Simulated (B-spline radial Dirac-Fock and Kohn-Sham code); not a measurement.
## Two-hole binding energies of As⁵⁺

System: the As⁵⁺ ion, configuration [Ar] 3d10.

These are calculated numbers from a radial B-spline solver; the model is ΔSCF Dirac-Fock with Breit, self-energy and vacuum polarisation, finite nucleus, configuration average. U is the two-hole binding energy less the two single-hole energies, the effective repulsion of the holes after relaxation. Each two-hole energy is an average over J within one jj subconfiguration.

```
          holes  E(a) (eV)  E(b) (eV)  E(ab) (eV)  U (eV)
           1s⁻²    11948.8    11948.8     24384.0   486.4
   1s⁻¹ 3p3/2⁻¹    11948.8      222.5     12211.7    40.4
   1s⁻¹ 3d5/2⁻¹    11948.8      119.0     12102.5    34.7
        2p1/2⁻²     1440.8     1440.8      2978.1    96.6
        2p3/2⁻²     1404.9     1404.9      2899.5    89.8
   2s⁻¹ 3p1/2⁻¹     1616.4      227.6      1880.7    36.6
   2s⁻¹ 3p3/2⁻¹     1616.4      222.5      1875.2    36.3
   2s⁻¹ 3d3/2⁻¹     1616.4      119.7           ?       ?
   2p1/2⁻¹ 3s⁻¹     1440.8      287.3      1765.0    36.9
2p1/2⁻¹ 3p3/2⁻¹     1440.8      222.5      1700.4    37.2
2p3/2⁻¹ 3p1/2⁻¹     1404.9      227.6      1669.9    37.5
2p1/2⁻¹ 3d5/2⁻¹     1440.8      119.0      1595.7    35.9
3p1/2⁻¹ 3p3/2⁻¹      227.6      222.5       480.8    30.7
        3d3/2⁻²      119.7      119.7       269.7    30.3
```

Q: Give the missing two-hole energy and U.

A: E(ab) = 1771.8 eV and U = 35.6 eV.
